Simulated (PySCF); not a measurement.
Isomers of C4H8SSi, mass 116.012 u with the commonest isotopes. Method: PBE0/def2-SVPD in PySCF (dipole) on a GFN2-xTB geometry, gas phase. One conformer each, none proved a minimum here; rigid rotors.

Question: Order these by out-of-plane moment Σ m c² = (Ia + Ib − Ic)/2, smallest first.
A. `[S:1]=[C:2]1[CH2:3][CH2:4][SiH2:5][CH2:6]1` with S1–C2–C3–C4 130°, C2–C3–C4–Si5 31°, C3–C4–Si5–C6 -10°, C4–Si5–C6–C2 -14°
B. `[CH2:1]=[CH:2][SiH:3]1[CH2:4][S:5][CH2:6]1` with C1–C2–Si3–C4 -133°
C. `[CH2:1]=[CH:2][C@@H:3]1[CH2:4][Si@@H:5]1[SH:6]` with C1–C2–C3–C4 19°, C4–Si5–S6–H -55°
D. `[CH:1]#[C:2][SiH2:3][CH2:4][S:5][CH3:6]` with C2–Si3–C4–S5 180°, Si3–C4–S5–C6 180°
E. `[CH3:1][C:2]#[C:3][CH2:4][S:5][SiH3:6]` with C3–C4–S5–Si6 64°

Answer: D (6.18 u·Å²), A (19.40 u·Å²), E (22.27 u·Å²), B (26.05 u·Å²), C (29.32 u·Å²).

Question: Order these by dipole moment, smallest first.
A. `[S:1]=[C:2]1[CH2:3][CH2:4][SiH2:5][CH2:6]1` with S1–C2–C3–C4 130°, C2–C3–C4–Si5 31°, C3–C4–Si5–C6 -10°, C4–Si5–C6–C2 -14°
B. `[CH3:1][C:2]#[C:3][CH2:4][S:5][SiH3:6]` with C3–C4–S5–Si6 64°
C. `[CH2:1]=[CH:2][C@@H:3]1[CH2:4][Si@@H:5]1[SH:6]` with C1–C2–C3–C4 19°, C4–Si5–S6–H -55°
D. `[CH2:1]=[CH:2][SiH:3]1[CH2:4][S:5][CH2:6]1` with C1–C2–Si3–C4 -133°

Answer: C (1.48 D), B (1.93 D), D (2.64 D), A (3.13 D).

Question: Order these by rotational constant B, largest first.
A. `[CH3:1][C:2]#[C:3][CH2:4][S:5][SiH3:6]` with C3–C4–S5–Si6 64°
B. `[S:1]=[C:2]1[CH2:3][CH2:4][SiH2:5][CH2:6]1` with S1–C2–C3–C4 130°, C2–C3–C4–Si5 31°, C3–C4–Si5–C6 -10°, C4–Si5–C6–C2 -14°
C. `[CH:1]#[C:2][SiH2:3][CH2:4][S:5][CH3:6]` with C2–Si3–C4–S5 180°, Si3–C4–S5–C6 180°
D. `[CH2:1]=[CH:2][SiH:3]1[CH2:4][S:5][CH2:6]1` with C1–C2–Si3–C4 -133°
E. `[CH2:1]=[CH:2][C@@H:3]1[CH2:4][Si@@H:5]1[SH:6]` with C1–C2–C3–C4 19°, C4–Si5–S6–H -55°

Answer: E (1952 MHz), B (1544 MHz), D (1253 MHz), A (1190 MHz), C (886.9 MHz).

```tsv
SMILES	point group	Ia (u·Å²)	Ib (u·Å²)	Ic (u·Å²)	κ	μa (D)	μb (D)	μc (D)
S=C1CC[SiH2]C1	C1	105.87	327.41	394.48	-0.85	2.96	0.51	0.89
C=C[SiH]1CSC1	Cs	80.66	403.25	431.81	-0.97	2.63	0.00	0.20
C=C[C@@H]1C[Si@@H]1S	C1	163.81	258.90	364.06	-0.34	1.07	0.95	0.38
CC#CCS[SiH3]	C1	137.64	424.65	517.74	-0.84	1.52	0.86	0.82
C#C[SiH2]CSC	Cs	70.63	569.82	628.09	-0.97	0.17	1.92	0.00
```
